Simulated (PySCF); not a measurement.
`FC(Cl)=[Se]`. Level of theory: PBE0-D3(BJ)/def2-SVP geometry optimisation, gas phase in PySCF 2.14.0.

```
atom  x, y, z in Å
F1    -0.0388    1.2609   -0.0846
C2    -0.0463   -0.0478   -0.0926
Cl3    1.5643   -0.6344   -0.1005
Se4   -1.5030   -1.0100   -0.0984
```

**Question.** Which two atoms are farthest apart?

**Answer.** Cl3···Se4, 3.09 Å; the next longest distance is 2.70 Å.

**Question.** How far are the heavy atoms from their best plane (unweighted least squares)?

**Answer.** 0.001 Å rms; none is more than 0.001 Å off.

**Question.** Work out the bond lengths F1–C2, C2–Cl3, C2=Se4 in bohr.

**Answer.** For F1–C2 the difference vector is (-0.0075, -1.3087, -0.0080) Å, of length 1.3087 Å. 1 bohr = 0.529177 Å. F1–C2 2.473; C2–Cl3 3.239; C2=Se4 3.299 bohr.

**Question.** Where is the centre of mass (commonest isotopes), and what is the radius of gyration?

**Answer.** Mass 145.884 u; centre at (-0.457, -0.545, -0.097) Å; Rg = √(Σ m r²/M) = 1.477 Å. As Ia + Ib + Ic = 2 Σ m r², the three principal moments sum to 636.3 u·Å².

**Question.** What is the repulsion energy of the bare nuclei, Σ ZA·ZB/RAB?

**Answer.** 306.68 Eh over 6 pairs, with full nuclear charges and distances in bohr; the largest single term is 98.98 Eh (Cl3 with Se4).

**Question.** What are the angles Cl3–C2–Se4, F1–C2–Se4, F1–C2–Cl3?

**Answer.** From the scalar product of the two bond vectors; for Cl3–C2–Se4 it is -1.7817 Å² over 1.7141 × 1.7458 Å², cos θ = -0.5954. Cl3–C2–Se4 126.5°; F1–C2–Se4 123.8°; F1–C2–Cl3 109.7°.

**Question.** How far apart are these pairs, which share no bond: F1···Cl3?

**Answer.** F1···Cl3 2.482 Å (2 bonds apart).

**Question.** Write the matrix of distances between heavy atoms (Å, lower triangle).

**Answer.** 
```
F1    0.000
C2    1.309  0.000
Cl3   2.482  1.714  0.000
Se4   2.702  1.746  3.090  0.000
```

Not checked by PBE0-D3(BJ)/def2-SVP frequencies.

The run took 14 s of wall time on one thread, Arm Neoverse V1 (aarch64), on a shared host, and the process peaked at 0.36 GiB of memory. This is the geometry optimisation.
